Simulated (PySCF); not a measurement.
Pb(H)(OMe) (CH₄OPb), SMILES [PbH][O]C (connectivity only; charge and spin as stated), neutral, multiplicity 1. Heavy atoms are numbered as in [PbH:1][O:3][CH3:4]. Hydrogens are named by the atom that carries them.

The structure is a stationary point at PBE0-D3(BJ)/def2-SVP. The def2 effective core potentials stand for the cores of Pb; spin–orbit coupling is left out.

Computed with B3LYP/def2-TZVPD (PySCF).

Mulliken values depend strongly on the basis, most of all with diffuse functions as here. ESP charges are fitted to the potential on shells at 1.4 to 2.0 van der Waals radii. Atomic charges (e), one atom of each kind:

```json
[
 {"atom": "Pb1 (PbH)", "Mulliken": "0.57", "ESP fit": "0.45"},
 {"atom": "H on Pb1", "Mulliken": "-0.16", "ESP fit": "-0.18"},
 {"atom": "O3", "Mulliken": "-0.60", "ESP fit": "-0.54"},
 {"atom": "C4 (CH3)", "Mulliken": "-0.47", "ESP fit": "0.54"},
 {"atom": "H on C4", "Mulliken": "0.22", "ESP fit": "-0.09"}
]
```
